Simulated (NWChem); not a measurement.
System: CH$_{3}$ClFGa; SMILES [CH3][Ga]([F])[Cl]

Here is an NWChem input.

```
start job
memory heap 200 mb stack 900 mb global 1100 mb
geometry units angstroms
  Ga     0.103598    -0.217928     0.150195
  F     -1.311883    -1.282380     0.126486
  Cl    -0.224782     1.571894    -0.876743
  C      1.653472    -1.044991     1.175278
  H      2.090106    -0.312253     1.852684
  H      2.417347    -1.385159     0.476250
  H      1.257135    -1.893621     1.731033
end
basis spherical
  * library 6-31g*
end
dft
  xc b3lyp
  iterations 150
end
driver
  maxiter 120
end
task dft optimize
task dft freq
```

The optimisation ended at a saddle point (imaginary frequency).

The level has its own optimisation; frequencies are unscaled.

What results follow from this input? (B3LYP/6-31G* (spherical d).) Quantities: r F–Ga (Å); r Cl–Ga (Å); r C–Ga (Å); r C–H (Å); highest harmonic frequency (cm⁻¹); lowest (cm⁻¹); zero-point energy (kcal/mol); dipole (D).


- r F–Ga (Å): 1.757
- r Cl–Ga (Å): 2.168
- r C–Ga (Å): 1.960
- r C–H (Å): 1.093
- highest harmonic frequency (cm⁻¹): 3176
- lowest (cm⁻¹): -37
- zero-point energy (kcal/mol): 24.8
- dipole (D): 3.32
